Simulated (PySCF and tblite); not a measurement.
Values are calculated unless marked as measured or tabulated.
C5H7ClO2, numbered as in [O:1]=[C:2]1[CH2:3][C@H:4]([Cl:5])[CH2:6][CH2:7][O:8]1.

Free energies: PBE0-D3(BJ)/def2-SVP (IEF-PCM, dichloromethane) on GFN2-xTB structures plus GFN2-xTB thermal terms, symmetry and mirror images included. Conformers within 2.5 kcal/mol (GFN2-xTB free energy) were kept, 5 at most. GIAO shieldings: wB97X-D/pcSseg-1 (IEF-PCM, dichloromethane). Shifts are against TMS (¹H), TMS (¹³C) at the same level; of two unlike H on one atom, a is the less shielded. Codes: tblite and PySCF.

(1) List the conformer-averaged shifts at 298.15 K.

(2) How do the conformers differ?

(3) Which signal moves most, for its nucleus, between 250 and 350 K through the change of populations alone?

Shifts are unscaled: against experiment ¹³C can be off by 15 ppm or more and ¹H by 0.8 ppm.

## Answers

(1) ¹H: 5.02 (H7a, 1H), 4.62 (H7b, 1H), 4.59 (H4, 1H), 3.13 (H3a, 1H), 2.88 (H3b, 1H), 2.23 (H6a, 1H), 1.98 (H6b, 1H) ppm. ¹³C: 176.2 (C2), 67.9 (C7), 61.5 (C4), 45.1 (C3), 35.5 (C6) ppm.

(2) The 6-ring runs over atoms 2–3–4–6–7–8.
```json
{"conformer": "1", "shape": "6-ring envelope (ring torsions -38, 57, -55, 32, -11, 14°)", "weight %": "67.7"}
{"conformer": "2", "shape": "6-ring half-chair (ring torsions 45, -62, 54, -29, 10, -18°)", "weight %": "30.0"}
{"conformer": "3", "shape": "6-ring between boat and twist-boat (ring torsions 32, 19, -62, 50, 6, -50°)", "weight %": "1.3"}
{"conformer": "4", "shape": "6-ring between boat and twist-boat (ring torsions -32, -20, 62, -50, -6, 48°)", "weight %": "1.0"}
```

```csv
signal,1,2,3,4,average
H3a,3.09,3.20,3.20,3.21,3.13
H3b,2.93,2.77,2.86,2.79,2.88
H4,4.74,4.25,4.58,4.79,4.59
H6a,2.24,2.19,2.44,2.71,2.23
H6b,1.93,2.07,2.10,2.09,1.98
H7a,5.17,4.72,4.60,4.52,5.02
H7b,4.70,4.46,4.57,4.21,4.62
C2,176.2,176.1,179.0,179.4,176.2
C3,44.7,46.0,45.1,45.3,45.1
C4,62.2,60.0,58.9,59.1,61.5
C6,34.2,38.1,40.5,40.2,35.5
C7,67.1,69.9,66.9,67.9,67.9
```

(3) H7a: 5.05 ppm at 250 K, 5.02 ppm at 298.15 K, 4.99 ppm at 350 K.


Conformer gaps in def2-SVP on xTB geometries can be 2 kcal/mol too large for S=O, P=O and other polar bonds.